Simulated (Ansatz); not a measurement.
A set of 12 reactions (ligand exchange), with CCSD(T)/CBS values in kJ/mol:

```csv
reaction,ΔE
`BN[SiH2][SiH3]` + `[OH][Mg][OH]` → `[OH][Mg][O][SiH3]` + `BN[SiH3]`,-127.5
`N=[C](Cl)[GeH3]` + `CO[SiH](O)F` → `CO[SiH](F)[O][GeH3]` + `N=CCl`,-50.6
`C[NH][In]([F])[F]` + HCl → `[F][In]([F])[Cl]` + CH₃NH₂,-88.6
`C=N[SiH](O)F` + `[SH][GeH3]` → `O[SiH](F)[S][GeH3]` + `C=N`,-20.2
`C=N[SiH](O)F` + HI → `O[SiH](F)I` + `C=N`,-35.8
`[NH2][AlH][SiH]([SiH3])Cl` + `CNC` → `CN(C)[SiH]([SiH3])Cl` + `[NH2][AlH2]`,-56.0
`C[NH][In]([F])[F]` + HBr → `[F][In]([F])[Br]` + CH₃NH₂,-111.8
`F[SiH]1CS1` + HCl → `Cl[SiH]1CS1` + H–F,33.9
`C[O][Mg][Cl]` + HBr → `C[O][Mg][Br]` + HCl,-9.5
`O[SiH](F)NBS` + H₂S → `SBS` + `N[SiH](O)F`,31.4
`C[Se][SnH2][Cl]` + HCl → `[Cl][SnH2][Cl]` + `C[SeH]`,-3.9
`NB(F)[CH2][GeH3]` + `[OH][GeH3]` → `NB(F)[O][GeH3]` + `[CH3][GeH3]`,-114.2
```

Calculated with Ansatz (gas phase, PBE0-D4/def2-TZVP geometries, no zero-point term in ΔE). CCSD(T)/CBS is the MP2 limit (def2-TZVPP, def2-QZVPP) plus CCSD(T) − MP2 in def2-TZVPP, frozen cores. This one scheme is used for every species. DFT in def2-TZVPP. B3LYP here is the variant with VWN-RPA as its local correlation; programs differ in this. def2 core potentials past Kr. For Br, Ge, I, In, Mg, Se, Sn outer-core shells are correlated without core-valence functions, which leaves a few kJ/mol of doubt a bond. Scalar relativity is left out up to krypton. Each species was taken in one conformer, which may not be the lowest.

(1) Give the mean, mean absolute and largest difference (level minus CCSD(T)/CBS, kJ/mol) for: r2SCAN-D4, PBE0-D4, B3LYP-D4, r2SCAN, B3LYP, HF/def2-TZVPP, MP2/def2-TZVPP, SCS-MP2/def2-TZVPP, CCSD/def2-TZVPP, HF/def2-QZVPP, MP2/def2-QZVPP, SCS-MP2/def2-QZVPP, HF/CBS(def2), CCSD/CBS(def2). (Best estimate.)

The largest T1 diagnostic in the set is 0.016, for `[F][In]([F])[Cl]` (customary mark 0.02).

CCSD(T)/CBS is a level of theory with its own doubt, and the functionals carry their triple-zeta basis error, so these figures describe this set and don't rank the functionals.

Results:

(1) Computed: 
```
             level  mean  mean absolute  largest
         r2SCAN-D4  -0.7            4.0     -8.5
           PBE0-D4   0.3            6.0     20.5
          B3LYP-D4   0.1            4.0      5.7
            r2SCAN  -0.8            4.6     -9.3
             B3LYP   0.1            6.7    -12.4
     HF/def2-TZVPP  -9.1           18.3    -31.0
    MP2/def2-TZVPP  -1.5            2.8    -11.0
SCS-MP2/def2-TZVPP  -1.9            4.7    -12.6
   CCSD/def2-TZVPP  -0.2            4.3      8.6
     HF/def2-QZVPP  -9.3           19.2    -31.3
    MP2/def2-QZVPP  -2.0            2.9    -11.1
SCS-MP2/def2-QZVPP  -2.3            3.8    -12.9
      HF/CBS(def2)  -9.3           19.3    -31.6
    CCSD/CBS(def2)  -0.8            2.3     -3.6
```
